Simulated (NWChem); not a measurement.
# C4H7Cl; SMILES CCC(Cl)=C

```xyz
12

C     -1.8102     0.5427    -0.2106
C     -0.5684     0.1735     0.0963
Cl     0.7474     1.3561    -0.0506
C     -0.1308    -1.1865     0.5695
C      0.7770    -1.9325    -0.4220
H     -2.0549     1.5425    -0.5507
H     -2.6212    -0.1745    -0.1202
H     -1.0367    -1.7750     0.7594
H      0.3886    -1.0792     1.5308
H      1.6969    -1.3719    -0.6141
H      1.0540    -2.9123    -0.0182
H      0.2667    -2.0875    -1.3787
```
Atoms are numbered in this order, from 1.

Level: B3LYP/6-31G* (spherical d) (NWChem), optimised geometry, unscaled harmonic frequencies. 

Q: List the harmonic frequencies with IR intensities, and the thermochemistry.

A: 
```
frequency (cm⁻¹)  IR intensity (km/mol)
----------------  ---------------------
92                                  0.3
221                                 0.5
227                                 0.2
376                                 0.8
396                                 1.0
572                                 5.2
613                                32.1
717                                 0.1
809                                 5.9
872                                14.6
905                                45.2
1014                                1.9
1075                                9.9
1111                                2.1
1201                               44.7
1308                                4.2
1369                                3.0
1437                                2.0
1451                                1.9
1505                                3.1
1527                                7.3
1538                                5.1
1719                               39.8
3046                               17.4
3059                               25.5
3087                               10.7
3127                               31.0
3139                               24.0
3180                                1.8
3270                                3.7
```

```json
{
  "zero_point_energy": "62.8 kcal/mol",
  "thermal correction to the enthalpy at 298.15 K (with zero-point energy)": "67.2 kcal/mol",
  "heat capacity Cv": "20.9 cal/(mol K)",
  "entropy at 298.15 K and 1 atm (symmetry number 1)": "77.6 cal/(mol K)",
  "dipole_moment": "1.79 D"
}
```

Rigid rotor and harmonic oscillator; modes under 100 cm⁻¹ make the entropy uncertain.
